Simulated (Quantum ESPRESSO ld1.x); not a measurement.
Xe3+, configuration [Kr] 4d10 5s2 5p2 6p1 (not the ground configuration).

Calculated with ld1.x of Quantum ESPRESSO 7.5: Dirac Kohn-Sham, relativistic LDA (MacDonald-Vosko exchange, VWN5 correlation), spin-unpolarised, spherical densities, point nucleus; open shells are shared between the two j in proportion to 2j + 1.

Energy parts (eV):
| part | energy |
|---|---|
| total | -202186 |
| kinetic | 214182 |
| electron-nucleus | -489558 |
| Hartree | 77783 |
| exchange-correlation | -4593 |

Orbitals (lengths in bohr, moments of r in powers of bohr; <r^-3> diverges for s and p1/2):
orbital      occ.  eigenvalue (eV)  <r^-3>      <r^4>      <r>      <r^2>
1s1/2           2       -34183.343       -  2.469e-06  0.02676  0.0009709
2s1/2           2        -5359.625       -  0.0004160   0.1145    0.01553
2p1/2           2        -5044.568       -  0.0002640  0.09643    0.01144
2p3/2           4        -4723.092    5533  0.0003187   0.1022    0.01272
3s1/2           2        -1128.329       -    0.01771   0.3071     0.1079
3p1/2           2         -996.198       -    0.01675   0.2969     0.1024
3p3/2           4         -935.105    1075    0.01936   0.3085     0.1104
3d3/2           4         -700.642   173.5    0.01550   0.2790    0.09217
3d5/2           6         -687.662   160.0    0.01622   0.2827    0.09448
4s1/2           2         -235.854       -     0.4967   0.7174     0.5816
4p1/2           2         -188.861       -     0.6077   0.7456     0.6334
4p3/2           4         -176.516   217.5     0.7035   0.7735     0.6815
4d3/2           4         -100.006   27.51      1.267   0.8651     0.8719
4d5/2           6          -97.990   25.13      1.330   0.8756     0.8931
5s1/2           2          -55.090       -      15.67    1.716      3.297
5p1/2    0.666667          -42.622       -      24.81    1.912      4.107
5p3/2     1.33333          -40.757   33.02      28.33    1.978      4.393
6p1/2    0.333333          -17.171       -      490.6    4.126      18.92
6p3/2    0.666667          -16.710   8.250      538.0    4.225      19.83

The highest occupied level is 6p3/2 at -16.710 eV. The density falls to 0.001 e/bohr^3 at r = 4.79 bohr. Summed over all electrons, <r^2> = 50.62 bohr^2, which gives a Langevin (diamagnetic) susceptibility term of -40.1 x 10^-6 cm^3/mol.
